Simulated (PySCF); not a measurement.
Task: What does the GFN2-xTB structure of InChI=1S/C11H12/c1-2-3-5-8-11-9-6-4-7-10-11/h2-7,9-10H,1,8H2/b5-3+ look like in three dimensions?

Result: 
```xyz
23
C11H12 angstrom
C      4.346    1.180    0.631
C      3.130    0.854    1.058
C      2.274   -0.100    0.391
C      1.064   -0.442    0.829
C      0.158   -1.420    0.148
C     -1.126   -0.729   -0.232
C     -2.245   -0.798    0.586
C     -3.409   -0.131    0.246
C     -3.466    0.616   -0.917
C     -2.353    0.696   -1.737
C     -1.190    0.030   -1.394
H      4.767    0.741   -0.259
H      4.962    1.894    1.149
H      2.729    1.308    1.955
H      2.673   -0.554   -0.508
H      0.663    0.016    1.724
H     -0.062   -2.246    0.831
H      0.647   -1.822   -0.741
H     -2.207   -1.381    1.496
H     -4.274   -0.197    0.890
H     -4.374    1.136   -1.184
H     -2.391    1.279   -2.646
H     -0.320    0.096   -2.032
```

Orientation and origin are arbitrary. Atoms count from 1 in this order. The 11 C–C bonds span 1.329 Å (C1=C2, drawn double) to 1.507 Å (C5–C6, drawn single), a spread of 0.178 Å. Of the pairs four or more bonds apart, H15···H18 is among the closest relative to their van der Waals radii: 2.40 Å, 100 % of the sum of Bondi's values. The 6-membered ring C6–C7–C8–C9–C10–C11 has internal angles of 118.9° to 120.6°; it is planar, 0.00 Å rms from its mean plane, widest ring torsion 1°.

Bonds between heavy atoms (Å): C1=C2 1.329, C2–C3 1.445, C3=C4 1.332, C4–C5 1.497, C5–C6 1.507, C6–C7 1.388, C7–C8 1.384, C8–C9 1.384, C9–C10 1.385, C10–C11 1.383, C6–C11 1.389.

Computed geometry: GFN2-xTB, gas phase.

Point group: C1 (no symmetry element, even within 0.4 Å). Whether it is a minimum is left open (no frequencies). The numbers are those of one conformer (C1–C2–C3–C4 179°, C3–C4–C5–C6 -120°, C4–C5–C6–C7 -96°).
